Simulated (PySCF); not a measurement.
Run record for `COC1=C[C@H](F)C1=O`: X3LYP/def2-SVPD, IEF-PCM benzene, energy threshold 1e-06 Eh, start guess sap, full TDDFT, 25 singlets.

Method: TDDFT X3LYP/def2-SVPD, vertical, IEF-PCM benzene (non-equilibrium linear response), core orbitals frozen in the response (PySCF 2.14.0, density-fitted response routines). Geometry: GFN2-xTB. The input is one job of a driver script: a line of settings, then coordinates in Å.

Command:
```bash
OMP_NUM_THREADS=1 python probes_run.py task.json out
```

Input:
```
{"job": {"kind": "uv", "xc": "X3LYP", "basis": "def2-SVPD", "solvent": "benzene", "nstates": 25, "ntriplets": 5, "tda": false, "scf": {"conv": 1e-06, "guess": "sap"}}, "charge": 0, "multiplicity": 1}
C      2.249625    -0.087172    -0.424073
O      1.288090     0.623394     0.344908
C      0.016369     0.340081     0.093315
C     -1.151148     0.796715     0.605865
C     -2.020770    -0.011820    -0.322435
F     -2.800313    -0.967018     0.290043
C     -0.670996    -0.547112    -0.877292
O     -0.357267    -1.354089    -1.701359
H      3.221213     0.258905    -0.078284
H      2.160764    -1.163926    -0.265194
H      2.136376     0.127851    -1.488899
H     -1.403412     1.463747     1.405183
H     -2.672919     0.520928    -1.020478
```

**Question.** What does the run print?

**Answer.** 
```
final grid: 116920 points
cycle   1  E = -426.8347064766  dE =  1.332e+01  |g| = 6.060e+00  |ddm| = 8.106e+02
cycle   2  E = -366.7219902025  dE =  6.011e+01  |g| = 1.383e+01  |ddm| = 8.112e+02
cycle   3  E = -437.4608158091  dE = -7.074e+01  |g| = 5.037e+00  |ddm| = 1.155e+02
cycle   4  E = -434.3069812702  dE =  3.154e+00  |g| = 4.806e+00  |ddm| = 1.124e+01
cycle   5  E = -442.4885529912  dE = -8.182e+00  |g| = 1.864e+00  |ddm| = 6.500e+00
cycle   6  E = -443.1948748972  dE = -7.063e-01  |g| = 6.335e-01  |ddm| = 3.657e+00
cycle   7  E = -443.2554107535  dE = -6.054e-02  |g| = 3.592e-01  |ddm| = 1.580e+00
cycle   8  E = -443.2825757011  dE = -2.716e-02  |g| = 1.499e-01  |ddm| = 7.272e-01
cycle   9  E = -443.2875807778  dE = -5.005e-03  |g| = 2.830e-02  |ddm| = 2.177e-01
cycle  10  E = -443.2876964475  dE = -1.157e-04  |g| = 1.602e-02  |ddm| = 6.006e-02
cycle  11  E = -443.2877530372  dE = -5.659e-05  |g| = 3.360e-03  |ddm| = 2.665e-02
cycle  12  E = -443.2877549464  dE = -1.909e-06  |g| = 1.311e-03  |ddm| = 5.513e-03
cycle  13  E = -443.2877552801  dE = -3.337e-07  |g| = 2.849e-04  |ddm| = 2.150e-03
converged SCF energy = -443.2877552801

Static polarisability (au): isotropic 75.172, principal 52.531 77.890 95.094

Singlet excitations
state   eV       nm        f      main configurations
  1   3.9356    315.0   0.00053   H-1->L 0.50, H->L 0.48
  2   5.1232    242.0   0.16956   H->L 0.49, H-1->L 0.47
  3   6.4877    191.1   0.01485   H->L+1 0.40, H-1->L+1 0.32, H-1->L+2 0.09
  4   6.6998    185.1   0.00472   H-2->L 0.92
  5   6.8627    180.7   0.02266   H->L+2 0.64, H->L+1 0.26
  6   7.0065    177.0   0.09618   H-1->L+1 0.55, H-1->L+2 0.18, H->L+2 0.16
  7   7.0901    174.9   0.20704   H-1->L+2 0.61, H->L+1 0.20
  8   7.2297    171.5   0.00832   H-4->L 0.57, H-3->L 0.27, H-5->L 0.10
  9   7.4464    166.5   0.06341   H-3->L 0.42, H-4->L 0.34
 10   7.5946    163.3   0.00622   H->L+3 0.88
 11   7.6320    162.5   0.04643   H-5->L 0.75, H-3->L 0.17
 12   7.7430    160.1   0.00053   H->L+4 0.81, H-1->L+3 0.10
 13   7.7908    159.1   0.00525   H-1->L+3 0.78, H->L+4 0.09
 14   7.9015    156.9   0.02802   H-1->L+4 0.43, H->L+5 0.42
 15   7.9577    155.8   0.03181   H->L+5 0.44, H-1->L+4 0.42
 16   8.1464    152.2   0.00761   H-1->L+5 0.85, H->L+5 0.09
 17   8.2717    149.9   0.01195   H->L+6 0.91
 18   8.3050    149.3   0.00399   H-7->L 0.87
 19   8.4421    146.9   0.00389   H-1->L+6 0.88
 20   8.6129    144.0   0.00936   H->L+7 0.94
 21   8.7492    141.7   0.00324   H-1->L+7 0.91
 22   8.8596    139.9   0.04601   H->L+8 0.85
 23   8.9279    138.9   0.02703   H-2->L+1 0.39, H-6->L 0.38, H-2->L+2 0.10
 24   8.9577    138.4   0.03226   H-2->L+1 0.38, H-6->L 0.37
 25   9.0315    137.3   0.02337   H-1->L+8 0.88

Triplet excitations (Tamm-Dancoff, eV): 3.3709 3.5407 5.9515 6.2188 6.3155
```

H and L stand for HOMO and LUMO; the number after each pair is its weight.

**Question.** Give S1 in cm⁻¹ and kJ/mol.

**Answer.** 3.9356 eV × 8065.54 = 31743 cm⁻¹; × 96.485 = 379.7 kJ/mol.

**Question.** How does the lowest singlet excitation compare with the HOMO–LUMO gap?

**Answer.** HOMO -7.45 eV and LUMO -1.90 eV give a gap of 5.55 eV; S1 at 3.94 eV lies 1.61 eV below it.

In short: SCF converged in 13 cycles with 209 basis and 743 fitting functions; HOMO -7.45 eV, LUMO -1.90 eV; lowest singlet 3.94 eV; lowest triplet 3.37 eV (Tamm–Dancoff); mean polarisability 75.2 au.

One conformer (not necessarily the lowest) at the GFN2-xTB geometry, without vibrations or thermal averaging.

On one thread, Intel Xeon 6975P-C (x86_64), no GPU, on a shared host, this took 53 s and 1.1 GiB of memory at its peak.

Shape of the structure used: `[CH3:1][O:2][C:3]1=[CH:4][C@H:5]([F:6])[C:7]1=[O:8]`: C1–O2–C3–C4 180°.
